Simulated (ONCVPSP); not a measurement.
## Before and after: ONCV potential for cadmium (Cd)

ONCVPSP 4.0.1 input, shortened (lines: element, Z, core and valence counts, functional; n l f; lmax; l rc ep ncon nbas qcut; lloc lpopt rc5 dvloc0; l nproj debl; icmod fcfact rcfact), LDA (Perdew-Wang 92), scalar-relativistic:

```
  Cd 48.00    6    4  -001012      upf
    1    0    2.00
    2    0    2.00
    2    1    6.00
    3    0    2.00
    3    1    6.00
    3    2   10.00
    4    0    2.00
    4    1    6.00
    4    2   10.00
    5    0    2.00
    2
    0    1.65    0.00    4    7    7.10
    1    1.40    0.00    4    8    9.30
    2    1.75    0.00    3    8    8.00
    4    4    0.95    0.00
    0    2    0.80
    1    2    2.60
    2    2    2.30
    0    0.00    0.00
```

Change: s: qcut 5.2; p: qcut 6.8; d: qcut 5.8.

Cutoffs: the cutoffs (Ha) at which the residual kinetic energy of the hardest occupied pseudo-wave falls to 1 and 0.1 mHa per electron; they do not see the model core or the augmentation charge, which bear on the density cutoff. Errors are all-electron minus pseudo energies relative to the spin-unpolarised reference configuration.

Problem. What does the change do?

Solution. The potential gets harder (25 Ha and 34 Ha → 59 Ha and 115 Ha); of the 4 tests that both files solve, the error grows in 1 and shrinks in 2 by more than 15 % and 0.3 meV (median size 7.3 → 4.3 meV); neither file shows a bound ghost.

| quantity | base | changed |
| --- | --- | --- |
| cutoff, loose | 25 Ha | 59 Ha |
| cutoff, tight | 34 Ha | 115 Ha |
| loose cutoff by channel | s 17 Ha, p 20 Ha, d 25 Ha | s 9.8 Ha, p 19 Ha, d 59 Ha |
| bound ghosts | none | none |
| GHOST(+) flags under 300 eV | s at 218.7 eV | none |
| error for 4s2 4p6 4d10 5s1, meV [ΔE 9.62 eV] | -1.7 | -1.3 |
| error for 4s2 4p6 4d10 5s0, meV [ΔE 27.14 eV] | -6.5 | -5.7 |
| error for 4s2 4p6 4d9 5s0, meV [ΔE 65.40 eV] | -8.1 | -3.0 |
| error for 4s1 4p6 4d10 5s2, meV [ΔE 113.45 eV] | -558 | -871 |
| s: phases at 1.68 bohr within 0.05 rad from the reference energy up to (Ha; the scan ends near 5) | to the end of the scan | 5.0 |
| p: phases at 1.42 bohr within 0.05 rad from the reference energy up to (Ha; the scan ends near 5) | to the end of the scan | to the end of the scan |
| d: phases at 1.78 bohr within 0.05 rad from the reference energy up to (Ha; the scan ends near 5) | to the end of the scan | to the end of the scan |
